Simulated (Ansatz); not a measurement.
Reaction (homolysis of the S–Si bond): `N[Si](F)(F)S` → `[SH]`• + `N[Si](F)F`•

Isolated molecules relaxed with PBE0-D4/def2-TZVP in Ansatz; ΔE leaves out vibrations. CCSD(T)/CBS is the MP2 limit (def2-TZVPP, def2-QZVPP) plus CCSD(T) − MP2 in def2-TZVPP, frozen cores. This one scheme is used for every species. DFT in def2-TZVPP. B3LYP here is the variant with VWN-RPA as its local correlation; programs differ in this. HSE06 is defined as in plane-wave codes. Open shells (•) are unrestricted, without spin–orbit coupling. One conformer a species, not always the lowest.

```csv
level,ΔE (eV),difference from CCSD(T)/CBS
BLYP-D4,4.02,-0.35
HSE06-D4,4.25,-0.12
ωB97X-V,4.36,-0.01
B3LYP,3.97,-0.40
r2SCANh,4.14,-0.23
HSE06,4.17,-0.20
LC-ωPBE,4.15,-0.22
CCSD/def2-TZVPP,4.13,-0.24
HF/def2-QZVPP,3.16,-1.21
HF/CBS(def2),3.15,-1.22
CCSD(T)/CBS,4.37,0
```

Largest T1 diagnostic among the species: 0.014.

In def2-TZVPP, CCSD(T) changes the Hartree–Fock value by +1.04 eV (the triples alone add +0.09 eV) and MP2 by +1.19 eV; breaking electron pairs costs correlation energy, which Hartree–Fock lacks. At CCSD(T), def2-SVP lies −0.32 eV from the extrapolated value and def2-TZVPP −0.14 eV: correlation converges slowly with the basis, and small sets miss more of it in the bonded molecule than in its fragments.

CCSD(T)/CBS has its own doubt, a few kJ/mol and more with outer-core shells, so smaller differences from it don't rank the levels.
